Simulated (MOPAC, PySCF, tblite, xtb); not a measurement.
Potential energy curve for Na₂ (cation, charge +1), doublet.

Methods: AM1, unrestricted, heats of formation (MOPAC); GFN1-xTB (xtb); GFN2-xTB, 300 K electronic temperature (tblite); UCCSD(T) = PySCF with CCSD(T) on UHF/6-31G, 2 core orbitals frozen.

Energies relative to the lowest point of each curve near equilibrium, in kJ/mol; the last columns give the difference from UCCSD(T):

| R / Å | AM1 | GFN1-xTB | GFN2-xTB | UCCSD(T) | AM1 − UCCSD(T) | GFN1-xTB − UCCSD(T) | GFN2-xTB − UCCSD(T) |
|---|---|---|---|---|---|---|---|
| 2.89 | 9.2 | 2.0 | 6.6 | 27.1 | -17.9 | -25.2 | -20.6 |
| 3.07 | 1.6 | 0.0 | 2.2 | 14.5 | -12.9 | -14.5 | -12.3 |
| 3.27 | 0.0 | 1.4 | 0.7 | 5.7 | -5.7 | -4.3 | -4.9 |
| 3.41 | 1.8 | 3.5 | 0.9 | 2.1 | -0.4 | 1.3 | -1.2 |
| 3.55 | 5.2 | 6.1 | 1.7 | 0.4 | 4.8 | 5.8 | 1.3 |
| 3.65 | 8.3 | 8.2 | 2.2 | 0.0 | 8.3 | 8.2 | 2.2 |
| 3.78 | 12.9 | 10.8 | 1.7 | 0.4 | 12.4 | 10.3 | 1.2 |
| 3.91 | 17.9 | 13.7 | 0.0 | 1.7 | 16.2 | 12.0 | -1.7 |
| 4.02 | 22.3 | 16.8 | 0.3 | 3.3 | 18.9 | 13.4 | -3.1 |
| 4.22 | 30.3 | 23.3 | 3.2 | 7.2 | 23.1 | 16.1 | -4.0 |
| 4.52 | 41.9 | 34.8 | 9.2 | 14.4 | 27.5 | 20.4 | -5.2 |
| 4.92 | 55.5 | 52.1 | 18.0 | 24.9 | 30.6 | 27.2 | -6.9 |
| 5.50 | 70.7 | 79.9 | 30.7 | 39.4 | 31.2 | 40.5 | -8.8 |
| 5.97 | 79.5 | 103.2 | 39.6 | 49.8 | 29.7 | 53.4 | -10.2 |
| 6.65 | 88.1 | 134.8 | 49.2 | 62.2 | 25.9 | 72.5 | -13.0 |
| 7.31 | 93.2 | 159.3 | 54.9 | 71.4 | 21.9 | 87.9 | -16.5 |
| 8.01 | 96.5 | 176.3 | 57.9 | 78.2 | 18.3 | 98.1 | -20.3 |
| 8.97 | 98.9 | 186.5 | 58.6 | 83.8 | 15.2 | 102.7 | -25.2 |
| 9.81 | 100.0 | 187.8 | 57.3 | 86.4 | 13.6 | 101.4 | -29.1 |
| 10.91 | 100.7 | 186.0 | 54.7 | 88.1 | 12.6 | 97.8 | -33.4 |

AM1 is furthest from UCCSD(T) at 5.50 (31.2 kJ/mol, above); its mean absolute difference over the points is 17.4 kJ/mol.

GFN1-xTB is furthest from UCCSD(T) at 8.97 (102.7 kJ/mol, above); its mean absolute difference over the points is 40.7 kJ/mol.

GFN2-xTB is furthest from UCCSD(T) at 10.91 (-33.4 kJ/mol, below); its mean absolute difference over the points is 11.0 kJ/mol.
